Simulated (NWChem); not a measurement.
System: hexafluoropropene (C3F6); SMILES FC(F)=C(F)C(F)(F)F

Parts of the log:

```
             Northwest Computational Chemistry Package (NWChem) 7.3.0
             --------------------------------------------------------

 C1  symmetry detected

                             Geometry "geometry" -> ""
                             -------------------------

 Output coordinates in angstroms (scale by  1.889725989 to convert to a.u.)

  No.       Tag          Charge          X              Y              Z
 ---- ---------------- ---------- -------------- -------------- --------------
    1 F                    9.0000    -0.43149496    -2.58793660     0.00018252
    2 C                    6.0000     0.15505760    -1.41471476    -0.00017884
    3 F                    9.0000     1.45988713    -1.53487562     0.00012251
    4 C                    6.0000    -0.50058829    -0.25439414    -0.00086271
    5 F                    9.0000    -1.83901839    -0.23981686     0.00027339
    6 C                    6.0000     0.12363401     1.12659684    -0.00030111
    7 F                    9.0000    -0.22123200     1.81466947     1.09053677
    8 F                    9.0000     1.45366823     1.07177840    -0.03308486
    9 F                    9.0000    -0.27387888     1.83785592    -1.05713522

 Effective nuclear repulsion energy (a.u.)     510.1475712284

                                Z-matrix (autoz)
                                --------

 Units are Angstrom for bonds and degrees for angles

[...]

      ----------------------
      Optimization converged
      ----------------------

  Step       Energy      Delta E   Gmax     Grms     Xrms     Xmax
  ---- ---------------- -------- -------- -------- -------- --------
@    4    -712.10985060 -1.0D-06  0.00005  0.00002  0.00060  0.00151
                                     ok       ok       ok       ok

                                Z-matrix (autoz)
                                --------

 Units are Angstrom for bonds and degrees for angles

[...]

 Rotational Constants
 --------------------
 A=   0.083743 cm-1  (  0.120485 K)
 B=   0.041258 cm-1  (  0.059360 K)
 C=   0.032418 cm-1  (  0.046641 K)

 Temperature                      =   298.15K
 frequency scaling parameter      =   1.0000

 Zero-Point correction to Energy  =   20.967 kcal/mol  (  0.033412 au)
 Thermal correction to Energy     =   26.030 kcal/mol  (  0.041481 au)
 Thermal correction to Enthalpy   =   26.622 kcal/mol  (  0.042425 au)

 Total Entropy                    =   91.223 cal/mol-K
   - Translational                =   40.908 cal/mol-K (mol. weight = 149.9904)
   - Rotational                   =   29.043 cal/mol-K (symmetry #  =        1)
   - Vibrational                  =   21.272 cal/mol-K

 Cv (constant volume heat capacity) =   27.191 cal/mol-K
   - Translational                  =    2.979 cal/mol-K
   - Rotational                     =    2.979 cal/mol-K
   - Vibrational                    =   21.232 cal/mol-K

[normal modes left out]

 ----------------------------------------------------------------------------
 Normal Eigenvalue ||           Projected Infra Red Intensities
  Mode   [cm**-1]  || [atomic units] [(debye/angs)**2] [(KM/mol)] [arbitrary]
 ------ ---------- || -------------- ----------------- ---------- -----------
    1       -0.000 ||    0.000027           0.001         0.027       0.005
    2       -0.000 ||    0.000026           0.001         0.026       0.005
    3        0.000 ||    0.000044           0.001         0.043       0.008
    4        0.000 ||    0.000011           0.000         0.011       0.002
    5        0.000 ||    0.000017           0.000         0.017       0.003
    6        0.000 ||    0.000097           0.002         0.095       0.017
    7       27.151 ||    0.000001           0.000         0.001       0.000
    8      115.900 ||    0.000194           0.004         0.189       0.034
    9      172.994 ||    0.001371           0.032         1.336       0.239
   10      233.418 ||    0.000514           0.012         0.501       0.090
   11      245.641 ||    0.000641           0.015         0.624       0.112
   12      352.841 ||    0.000924           0.021         0.901       0.161
   13      361.455 ||    0.000460           0.011         0.448       0.080
   14      448.580 ||    0.001561           0.036         1.522       0.272
   15      499.368 ||    0.002796           0.065         2.726       0.488
   16      541.866 ||    0.000446           0.010         0.435       0.078
   17      586.735 ||    0.000130           0.003         0.127       0.023
   18      624.196 ||    0.001241           0.029         1.210       0.217
   19      643.119 ||    0.014038           0.324        13.685       2.449
   20      752.717 ||    0.010092           0.233         9.838       1.761
   21     1024.577 ||    0.293312           6.767       285.935      51.176
   22     1148.548 ||    0.294649           6.798       287.238      51.409
   23     1190.283 ||    0.183732           4.239       179.111      32.057
   24     1210.750 ||    0.141354           3.261       137.799      24.663
   25     1324.899 ||    0.208182           4.803       202.946      36.323
   26     1382.318 ||    0.242837           5.602       236.729      42.369
   27     1786.011 ||    0.148799           3.433       145.057      25.962
 ----------------------------------------------------------------------------
```

Level: PBE-D3(BJ)/def2-SVP. 

Q: Write an input that gives this output.

A: One answer among several that fit: the input that was run:
```
start job
memory heap 200 mb stack 900 mb global 1100 mb
geometry units angstroms
  F      2.501927    -0.265042     0.752873
  C      1.383169     0.217594     0.267140
  F      1.547894     1.435400    -0.187649
  C      0.231336    -0.452433     0.243465
  F      0.167673    -1.695345     0.736137
  C     -1.088210     0.054575    -0.302915
  F     -2.022720     0.099504     0.649438
  F     -0.978400     1.280168    -0.811771
  F     -1.549096    -0.740724    -1.270328
end
basis spherical
  * library def2-svp
end
dft
  xc xpbe96 cpbe96
  disp vdw 4
  iterations 150
end
driver
  maxiter 120
end
task dft optimize
task dft freq
```
